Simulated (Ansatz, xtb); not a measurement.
C4H5N3O: 3 structures ranked

3 gas-phase structures of C4H5N3O, from a drawn sample of its isomers (lower ones may exist). Each was relaxed with GFN2-xTB; where two conformers were screened, the lower at r2SCAN-D4/def2-SVP is listed:

A. `Nc1cn[nH]c1C=O`, a singlet
B. `Nc1cnn(C=O)c1`, a singlet
C. `Nc1c[nH]nc1C=O`, a singlet

Question: Estimate their order in r2SCAN-D4/def2-SVP energy at these geometries, lowest first.

Answer: Calculated order at r2SCAN-D4/def2-SVP: A (0.0), C (2.8), B (4.8) kJ/mol. Less than 1 kcal/mol parts A and C; C and B, so the order within those pairs means little. CCSD(T)/def2-SVP + ΔMP2/def2-TZVPP after further relaxation puts B lowest instead.

Energies above the lowest of each column, in kJ/mol; the last columns are at B3LYP/def2-SVP geometries:

| structure | GFN2-xTB | HF/STO-3G | r2SCAN-D4/def2-SVP | B3LYP/def2-SVP | CCSD(T)/def2-SVP + ΔMP2/def2-TZVPP |
| --- | --- | --- | --- | --- | --- |
| A | 25.2 | 27.4 | 0.0 | 0.5 | 11.0 |
| C | 32.7 | 24.9 | 2.8 | 1.8 | 6.5 |
| B | 0.0 | 0.0 | 4.8 | 0.0 | 0.0 |

CCSD(T)/def2-SVP + ΔMP2/def2-TZVPP puts B lowest; r2SCAN-D4/def2-SVP picks A. CCSD(T)/def2-SVP + ΔMP2/def2-TZVPP orders those it was run on as B (0.0), C (6.5), A (11.0) kJ/mol. Flexible structures stand in one conformer each, not always the lowest. ΔMP2 is the change of the MP2 energy from the smaller to the larger basis.

Programs: Ansatz 0.2.0, xtb 6.7.1.
